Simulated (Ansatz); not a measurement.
CCl$_{2}$FNSn (`N#[C][Sn]([F])([Cl])[Cl]`), charge 0, multiplicity 1.

**Question.** Give a relaxed structure at PBE0-D4/def2-TZVP (Ansatz). (Best estimate.)

**Answer.** Ansatz gave: 
```xyz
6

N     1.7347    1.8847   -0.8864
C     1.0089    1.0847   -0.4884
Sn   -0.3210   -0.3646    0.1942
F     0.2409   -0.8378    1.9353
Cl   -0.2309   -2.2325   -1.0994
Cl   -2.4327    0.4655    0.3448
```
Point group Cs.
